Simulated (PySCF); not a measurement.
Atom-mapped SMILES (the numbers label the heavy atoms): `[CH3:1][c:2]1[cH:3][n:4][n:5][cH:6][c:7]1[SiH3:8]`; H(Xn) means a hydrogen on atom n.

[PySCF 2.14.0 with density-fitted response routines: shieldings: GIAO PBE0/pcSseg-1; geometry: GFN2-xTB; no solvent model; fast rotation and ring inversion assumed for equivalent nuclei; relativity neglected; one computed conformer]

References, each an isolated molecule treated in the same way: ¹³C against TMS.

Do the ¹³C shifts follow the atomic charges (in e)? Tabulate both.

## Answers


```json
{"atoms": "C6", "hybridisation": "sp2", "δ (ppm)": "159.3", "σ para (ppm)": "-222", "Hirshfeld": "+0.01", "IAO": "-0.02", "Mulliken": "+0.14", "ESP-fitted": "+0.52"}
{"atoms": "C3", "hybridisation": "sp2", "δ (ppm)": "155.9", "σ para (ppm)": "-216", "Hirshfeld": "+0.01", "IAO": "-0.04", "Mulliken": "+0.21", "ESP-fitted": "+0.29"}
{"atoms": "C2", "hybridisation": "sp2", "δ (ppm)": "147.1", "σ para (ppm)": "-224", "Hirshfeld": "+0.02", "IAO": "+0.03", "Mulliken": "-0.34", "ESP-fitted": "+0.28"}
{"atoms": "C7", "hybridisation": "sp2", "δ (ppm)": "132.6", "σ para (ppm)": "-207", "Hirshfeld": "-0.09", "IAO": "-0.29", "Mulliken": "-0.34", "ESP-fitted": "-0.35"}
{"atoms": "C1", "hybridisation": "sp3", "δ (ppm)": "21.0", "σ para (ppm)": "-82", "Hirshfeld": "-0.11", "IAO": "-0.43", "Mulliken": "-0.15", "ESP-fitted": "-0.90"}
```

Correlation coefficients of δ with charge over these carbons: Hirshfeld +0.80, IAO +0.87, Mulliken +0.26, ESP-fitted +0.91; with the paramagnetic shielding -0.99. Among the 4 sp2 carbons alone: Hirshfeld +0.84, IAO +0.80, Mulliken +0.85, ESP-fitted +0.96. With so few points, grouped by hybridisation, these coefficients are fragile. Charge is one influence among several: hybridisation and low-lying excitations act through the paramagnetic term.

Shifts are as computed. Against solution values, carbons near 30 ppm lie about +3 ppm off and those near 130 ppm about +5 ppm. Of 1211 compounds with measured shifts, 218 miss one by over three times the rms of a fit or turn the order of signals round; such compounds aren't used in these exercises.
